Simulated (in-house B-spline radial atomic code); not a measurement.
## Ionising Re¹⁹⁺ with different functionals

Computed with an all-electron radial atomic-structure program (B-spline basis): scalar-relativistic (spin-free X2C) Hamiltonian, Fermi nucleus of rms radius 5.3698 fm, spin-polarised at highest spin, spherical fractional occupations for the functionals. The ionisation energy is the difference of two self-consistent energies, [Kr] 4d10 4f10 → [Kr] 4d10 4f9, without Breit or QED terms; ε is the level of the shell that loses the electron (its least bound occupied spin orbital). There is no spin-orbit coupling in this Hamiltonian.

Hybrids are left out here: with spherical fractional occupations of an open shell their exact exchange keeps a self-interaction that integer-occupation calculations don't have.

| method | rung | ΔSCF (eV) | -ε(4f) (eV) |
| --- | --- | --- | --- |
| PBEsol | GGA | 506.02 | 485.43 |
| AM05 | GGA | 506.16 | 485.56 |
| RPBE | GGA | 505.90 | 485.32 |
| r2SCAN | meta-GGA | 504.93 | 484.56 |

Question: How do they compare with the NIST value?

Answer: NIST lists 520 eV ± 30 (tabulated theory, ground level to ground level). Errors run from -15.07 to -13.84 eV; all lie within about twice that uncertainty, so the table can't rank the methods.
